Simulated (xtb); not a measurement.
Job for xtb: GFN1-xTB on FH3OSi (SMILES O[SiH2]F), a point of a torsion scan.

```
$ xtb mol.xyz --gfn 1 --sp --chrg 0 --uhf 0
6

O      1.15904131    -0.03215879    -0.44817315
Si    -0.40652363    -0.07656541    -0.05872054
F     -0.61529298     0.92483650     1.18724328
H      1.84190947     0.13786160     0.19551445
H     -0.81783325    -1.37173107     0.45275617
H     -1.11986679     0.46644513    -1.19268166
```

Problem. Give the final energy of this run.

Solution. -13.4811 hartree.
